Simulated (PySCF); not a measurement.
A run for PySCF: R-M06-2X/def2-TZVPP on CH5BO (SMILES BOC), a point of a torsion scan.

```python
from pyscf import gto, dft

mol = gto.M(
    atom='''
    B     1.23402811   -0.15712201    0.14018695
    O     0.24085517   -0.10299248    1.01483998
    C     0.30614588    0.51017878    2.27517155
    H     1.24356972   -1.08028861   -0.58208737
    H     2.16135220    0.57690472    0.20748690
    H     0.44039849   -0.27007106    3.02793249
    H     1.13714493    1.21985680    2.34144894
    H    -0.63493291    1.03095566    2.46869539
    ''',
    basis='def2-tzvpp',
    charge=0, spin=0, verbose=4, max_memory=1800)
mf = dft.RKS(mol, xc='m062x').density_fit(auxbasis='def2-universal-jkfit')
mf.grids.level = 4
mf.conv_tol = 1e-9
mf.max_cycle = 150
mf.kernel()
mf.dip_moment()
```

Program output:

```
PySCF version 2.14.0

[INPUT] verbose = 4
[INPUT] num. atoms = 8
[INPUT] num. electrons = 24
[INPUT] charge = 0
[INPUT] spin (= nelec alpha-beta = 2S) = 0
[INPUT] symmetry False subgroup None
[INPUT] Mole.unit = angstrom
[INPUT] Symbol           X                Y                Z      unit          X                Y                Z       unit  Magmom
[INPUT]  1 B      1.234028110000  -0.157122010000   0.140186950000 AA    2.331975157915  -0.296917567041   0.264914941738 Bohr   0.0
[INPUT]  2 O      0.240855170000  -0.102992480000   1.014839980000 AA    0.455150306986  -0.194627580090   1.917769622459 Bohr   0.0
[INPUT]  3 C      0.306145880000   0.510178780000   2.275171550000 AA    0.578531867364   0.964098168765   4.299451115902 Bohr   0.0
[INPUT]  4 H      1.243569720000  -1.080288610000  -0.582087370000 AA    2.350006187602  -2.041449608387  -1.099985709868 Bohr   0.0
[INPUT]  5 H      2.161352200000   0.576904720000   0.207486900000 AA    4.084363716726   1.090191920769   0.392093415435 Bohr   0.0
[INPUT]  6 H      0.440398490000  -0.270071060000   3.027932490000 AA    0.832232531772  -0.510360337571   5.721963129772 Bohr   0.0
[INPUT]  7 H      1.137144930000   1.219856800000   2.341448940000 AA    2.148892481638   2.305195263188   4.424697231253 Bohr   0.0
[INPUT]  8 H     -0.634932910000   1.030955660000   2.468695390000 AA   -1.199849307373   1.948223843970   4.665158172076 Bohr   0.0

nuclear repulsion = 70.8406129099715
number of shells = 63
number of NR pGTOs = 218
number of NR cGTOs = 163
basis = def2-tzvpp
ecp = {}


******** <class 'pyscf.df.df_jk.DFRKS'> ********
method = DFRKS
initial guess = minao
damping factor = 0
level_shift factor = 0
DIIS = <class 'pyscf.scf.diis.CDIIS'>
diis_start_cycle = 1
diis_space = 8
diis_damp = 0
SCF conv_tol = 1e-09
SCF conv_tol_grad = None
SCF max_cycles = 150
direct_scf = False
XC library pyscf.dft.libxc version 7.1.2
    S. Lehtola, C. Steigemann, M. J. T. Oliveira, and M. A. L. Marques,  SoftwareX 7, 1–5 (2018)
XC functionals = m062x
    Y. Zhao and D. G. Truhlar,  Theor. Chem. Acc. 120, 215 (2008)
    Y. Zhao and D. G. Truhlar,  Theor. Chem. Acc. 120, 215 (2008)
radial grids:
    Treutler-Ahlrichs [JCP 102, 346 (1995); DOI:10.1063/1.469408] (M4) radial grids

becke partition: Becke, JCP 88, 2547 (1988); DOI:10.1063/1.454033
pruning grids: <function nwchem_prune>
grids dens level: 4
symmetrized grids: False
atomic radii adjust function: <function treutler_atomic_radii_adjust>
small_rho_cutoff = 0
Set gradient conv threshold to 3.16228e-05
Initial guess from minao.
tot grids = 163512
******** <class 'pyscf.df.df.DF'> ********
auxbasis = def2-universal-jkfit
init E= -141.417552606435
  HOMO = -0.350586716537673  LUMO = -0.060185958975957  gap/eV = 7.90221
cycle= 1 E= -141.147533789516  delta_E= 0.27  |g|= 0.501  |ddm|= 1.84
  HOMO = -0.286344935645374  LUMO = 0.0345711806949431  gap/eV = 8.73257
cycle= 2 E= -141.126100615006  delta_E= 0.0214  |g|= 0.638  |ddm|= 0.57
  HOMO = -0.354133927529194  LUMO = 0.0180736473094605  gap/eV = 10.12828
cycle= 3 E= -141.194193489974  delta_E= -0.0681  |g|= 0.0376  |ddm|= 0.317
  HOMO = -0.357028793969896  LUMO = 0.0160596186880611  gap/eV = 10.15225
cycle= 4 E= -141.1944763109  delta_E= -0.000283  |g|= 0.0117  |ddm|= 0.0309
  HOMO = -0.356658660722854  LUMO = 0.0171216000593013  gap/eV = 10.17108
cycle= 5 E= -141.194505535127  delta_E= -2.92e-05  |g|= 0.00358  |ddm|= 0.00931
  HOMO = -0.356538620560332  LUMO = 0.0171163300449422  gap/eV = 10.16767
cycle= 6 E= -141.194508661288  delta_E= -3.13e-06  |g|= 0.000598  |ddm|= 0.00259
  HOMO = -0.356602720475248  LUMO = 0.0170785169100469  gap/eV = 10.16838
cycle= 7 E= -141.19450879678  delta_E= -1.35e-07  |g|= 0.000159  |ddm|= 0.000801
  HOMO = -0.356586617146039  LUMO = 0.0171042366276808  gap/eV = 10.16865
cycle= 8 E= -141.194508807243  delta_E= -1.05e-08  |g|= 4.38e-05  |ddm|= 0.000183
  HOMO = -0.356596243693996  LUMO = 0.0170987536353344  gap/eV = 10.16876
cycle= 9 E= -141.194508808383  delta_E= -1.14e-09  |g|= 1.1e-05  |ddm|= 7.02e-05
  HOMO = -0.356595010916646  LUMO = 0.0171003637887779  gap/eV = 10.16877
cycle= 10 E= -141.19450880847  delta_E= -8.75e-11  |g|= 2.26e-06  |ddm|= 1.97e-05
  HOMO = -0.356595160595635  LUMO = 0.0171002594071403  gap/eV = 10.16877
Extra cycle  E= -141.194508808475  delta_E= -4.29e-12  |g|= 9.75e-07  |ddm|= 3.6e-06
converged SCF energy = -141.194508808475
Dipole moment(X, Y, Z, Debye):  0.06551,  0.78861,  1.37324
```

Self-consistency was reached.

Cost: roughly 30 core-seconds.
